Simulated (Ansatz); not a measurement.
Reaction (silylene loss): `[SiH3][O][Sc]([Cl])[Cl]` → `[OH][Sc]([Cl])[Cl]` + `[SiH2]`

Computed with Ansatz on PBE0-D4/def2-TZVP structures; ΔE is electronic, products minus reactants. CBS: MP2 limit from def2 TZ/QZ plus the TZ coupled-cluster correction, frozen cores. This one scheme is used for every species. DFT in def2-TZVPP. For Sc outer-core shells are correlated without core-valence functions, which leaves a few kJ/mol of doubt a bond. Scalar relativity is left out up to krypton. Each species was taken in one conformer, which may not be the lowest.

`[SiH3][O][Sc]([Cl])[Cl]`:

```xyz
8

Si   -0.741    1.237    0.697
O     0.012   -0.038   -0.016
Sc    0.871   -1.461   -0.822
Cl    2.236   -1.043   -2.615
Cl    0.526   -3.565    0.018
H     0.272    2.106    1.349
H    -1.475    2.018   -0.331
H    -1.700    0.746    1.720
```

`[OH][Sc]([Cl])[Cl]`:

```xyz
5

O     0.266    1.321    0.137
Sc   -0.093   -0.460   -0.046
Cl   -0.404   -1.333   -2.146
Cl   -0.221   -1.779    1.828
H     0.453    2.251    0.228
```

`[SiH2]`:

Z-matrix (Å, degrees):
```
Si
H 1 1.525
H 1 1.525 2 91.2
```

Task: Is it downhill or uphill in electronic energy at CCSD(T)/CBS, and by how much? (Best estimate.)

Result: Computed: Uphill: ΔE = +82.7 kcal/mol.

Task: What do these levels give: BHLYP-D4, B2PLYP, BHLYP, HF/def2-SVP, CCSD/def2-SVP, CCSD/CBS(def2)? (Estimate.)

Result: Ansatz gave: BHLYP-D4 85.1, B2PLYP 81.8, BHLYP 82.8, HF/def2-SVP 79.8, CCSD/def2-SVP 77.9, CCSD/CBS(def2) 82.1 kcal/mol.

Largest T1 diagnostic among the species: 0.015.

From PBE to PBE0 (25 % exact exchange), in def2-TZVPP and without D4, ΔE moves by +3.2 kcal/mol. The D4 term adds +2.5 kcal/mol with B3LYP and +1.4 kcal/mol with PBE0; it sums over pairs of atoms, weighted by their polarisabilities, and B3LYP, whose exchange is more repulsive, gets the larger term.

B3LYP here is the variant with VWN-RPA as its local correlation; programs differ in this.
